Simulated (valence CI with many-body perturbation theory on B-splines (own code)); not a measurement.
**Rh38+: key properties**

Calculated by valence CI with perturbative core correlation (CI+MBPT): five valence electrons over a frozen Dirac-Fock core [He], a basis of 9 s, 9 p, 8 d, 6 f, 3 g, 1 h functions for each j, with the one-electron correlation potential Σ1, the two-electron term Σ2, the three-electron term Σ3, Breit, model QED; selected CI, second order for the rest (own B-spline code, finite nucleus).

The last digits are not significant, and no measured levels were compared; by estimate large intervals hold to a few tenths of a per cent, small ones and those within an open d or f shell to about a per cent. Among the levels kept, up to 1700 cm⁻¹ of a level comes from second order outside the variational space, and about a tenth of that is noise between levels of different J, which matters for small intervals.

Levels are named by their leading jj configuration (3d3/2^4 stands for four electrons in 3d with j = 3/2), which in mixed levels can hold well under half, so a name can repeat and another be missing.

Rates and lifetimes use the calculated energies. Strong lines usually hold to 10 to 20 %, long lifetimes can be off by a factor of two.

(1) What is the ground level?

(2) Among levels below 28542 × 10³ cm⁻¹, which E1 lines absorb most strongly from the ground level?

(3) How well does LS coupling describe the low levels?

(4) What are the static dipole polarisabilities of the lowest levels?

(5) Name the longest-lived excited levels whose lifetime is computed, and their main decay.

## Answers

(1) (2s^2 2p1/2^2 2p3/2) J=3/2, composition 43 % 2s2.2p3 2P° + 32 % 2s2.2p3 4S° + 24 % 2s2.2p3 2D°, g = 1.410.

(2) to (2s^2 2p1/2^2 3d5/2) J=5/2 at 0.3801 nm, f = 0.419; to (2s^2 2p1/2 2p3/2 3d5/2) J=5/2 at 0.3646 nm, f = 0.371; to (2s^2 2p1/2 2p3/2 3d3/2) J=3/2 at 0.3636 nm, f = 0.330.

(3) Among the lowest 20 levels the leading LS term, summed over configurations, holds 65 % on average. For single configurations the figures are 65 % in LS and 97 % in jj coupling. Terms mix most in the J = 3/2 level at 25723 × 10³ cm⁻¹, where the leading one holds 28 %.

(4) (2s^2 2p1/2^2 2p3/2) J=3/2 0.000912 (tensor 0.00016); (2s^2 2p1/2 2p3/2^2) J=3/2 0.00115 (tensor 4.9e-05) bohr³, of which the core gives 2.02e-06.

(5) (2s^2 2p1/2 2p3/2^2) J=5/2 at 1243.0 × 10³ cm⁻¹ lives 202 ns, mostly by M1 to (2s^2 2p1/2^2 2p3/2) J=3/2; (2s^2 2p1/2 2p3/2^2) J=1/2 at 1431.7 × 10³ cm⁻¹ lives 44.0 ns, mostly by M1 to (2s^2 2p1/2^2 2p3/2) J=3/2; (2s^2 2p1/2 2p3/2^2) J=3/2 at 1105.4 × 10³ cm⁻¹ lives 36.0 ns, mostly by M1 to (2s^2 2p1/2^2 2p3/2) J=3/2.
